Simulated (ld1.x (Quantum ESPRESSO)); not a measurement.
**Ranking PAW potentials for carbon (C)**

All share these settings but for the change named:

ld1.x (Quantum ESPRESSO) 7.5 input, shortened:

```
&input
   title='C', zed=6., rel=0, dft='PBE', iswitch=3,
   config='[He] 2s2 2p2'
 /
 &inputp
   pseudotype=3, lpaw=.true., tm=.true., lloc=-1, rcloc=0.95,
   nlcc=.true., new_core_ps=.true., rcore=0.80,
   which_augfun='PSQ', rmatch_augfun=1.00
 /
4
2S  1  0   2.00   0.00  1.10  1.25  0.0
2S  1  0   0.00  -0.35  1.10  1.25  0.0
2P  2  1   2.00   0.00  1.60  1.95  0.0
2P  2  1   0.00   0.20  1.60  1.95  0.0
 &test
   configts(1)='2s2 2p2'
 /
```

Cutoff: the first of the cutoffs (Ry, on a coarse ladder) from which the occupation-weighted sum of valence levels, in a spherical-Bessel basis at the reference potential, stays within 10 and 1 mRy of its value at 400 Ry; the density cutoff is not measured.

The base gives 18 Ry.

Of 8 variants that were run, those that failed, showed a ghost or another fault, or gave nearly equal values are left out.

A variant can come out equal or close to the base.

(1) Rank these variants from softest to hardest (loose cutoff).
A. waves 2p (bound): rcut 1.40, rcutus 1.48 bohr; 2p channel at 0.2 Ry: rcut 1.40, rcutus 1.48 bohr
B. waves 2p (bound): rcut 1.60, rcutus 1.70 bohr; 2p channel at 0.2 Ry: rcut 1.60, rcutus 1.70 bohr
C. waves 2p (bound): rcut 1.60, rcutus 2.46 bohr; 2p channel at 0.2 Ry: rcut 1.60, rcutus 2.46 bohr
D. waves 2p (bound): rcut 1.60, rcutus 1.92 bohr; 2p channel at 0.2 Ry: rcut 1.60, rcutus 1.92 bohr
E. waves 2p (bound): rcut 1.16, rcutus 1.24 bohr; 2p channel at 0.2 Ry: rcut 1.16, rcutus 1.24 bohr

Results:

(1) C (10 Ry), D (18 Ry), B (21 Ry), A (30 Ry), E (35 Ry).
